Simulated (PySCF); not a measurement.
Isomers of C3H9NO2Si. Theory: TDDFT wB97X-D/def2-SVPD, vertical, gas phase, core orbitals frozen in the response in PySCF 2.14.0, density-fitted response routines. Geometries: GFN2-xTB; one conformer of each isolated species. Triplets are in the Tamm–Dancoff approximation.

A. `O[SiH](O)[C@H]1CCN1`
B. `C=N[SiH](OC)OC`
C. `[H]/N=C\CCO[SiH2]O`

Lowest singlet levels (six at most, fewer where fewer were computed) with oscillator strengths:

1. 205 nm (f 0.002); 183 nm (f 0.020); 177 nm (f 0.013); 171 nm (f 0.012); 166 nm (f 0.002); 159 nm (f 0.010); T1 5.81 eV
2. 237 nm (f 0.002); 167 nm (f 0.008); 166 nm (f 0.020); 160 nm (f 0.015); 156 nm (f 0.022); 152 nm (f 0.029); T1 4.48 eV
3. 310 nm (f 0.001); 182 nm (f 0.007); 180 nm (f 0.000); 175 nm (f 0.031); 163 nm (f 0.037); 160 nm (f 0.091); T1 3.46 eV

Question: Match each spectrum to its molecule.

Answer: 1 = A, 2 = C, 3 = B.
- A: S1 at 6.05 eV, HOMO→LUMO (44%), HOMO→LUMO+1 (43%); Löwdin shares by element: HOMO nitrogen 48%, carbon 21% or more, silicon 6% (atoms not listed hold the other 24%); LUMO oxygen 30%, silicon 30%, hydrogen 8% or more (atoms not listed hold the other 32%); HOMO -8.45 and LUMO 2.05 eV.
- B: S1 at 4.00 eV, HOMO→LUMO (96%); Löwdin shares by element: HOMO nitrogen 54%, carbon 16% or more, oxygen 8% or more, silicon 6% (atoms not listed hold the other 17%); LUMO carbon 41% or more, nitrogen 33%, silicon 6%, hydrogen 6% or more; HOMO -8.93 and LUMO 0.86 eV.
- C: S1 at 5.23 eV, HOMO→LUMO (82%), HOMO→LUMO+2 (14%); Löwdin shares by element: HOMO nitrogen 56%, carbon 23% or more, hydrogen 8% or more; LUMO carbon 42%, nitrogen 29% (atoms not listed hold the other 29%); HOMO -9.29 and LUMO 1.60 eV.
